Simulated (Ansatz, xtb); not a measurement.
System: tin monoxide triplet, SnO, net charge 0, triplet state. This is an excited triplet: at this geometry the singlet lies 2.07 eV lower at CCSD(T)/CBS(def2-TZVPPD,def2-QZVPPD). SMILES: [O]=[Sn]
Geometry from a B3LYP-D3(BJ)/def2-TZVP (Ansatz, an electronic-structure program) optimisation:
```
Sn
O 1 2.0630
```
Charge 0, spin multiplicity 3.

Harmonic wavenumbers from GFN2-xTB (xtb, at its own minimum), cm⁻¹: 474.

Problem. Give the harmonic wavenumbers at B3LYP-D3(BJ)/def2-TZVP (Ansatz, finite differences of forces, unscaled).

Solution. 539 cm⁻¹. Zero-point energy 0.8 kcal/mol.

Problem. From these and the geometry, give the ideal-gas thermochemistry at 298.15 K and 1 atm (rigid rotor, harmonic oscillator).

Solution. Point group C∞v, rotational symmetry number 1. Rotational constants 8.423, 8.423 GHz. S(trans) 40.61, S(rot) 15.11, S(vib) 0.57, S(elec, spin only) 2.18, S 58.5 cal/(mol K). H(298) - H(0) 2.20 kcal/mol; G - E(el) -14.5 kcal/mol.
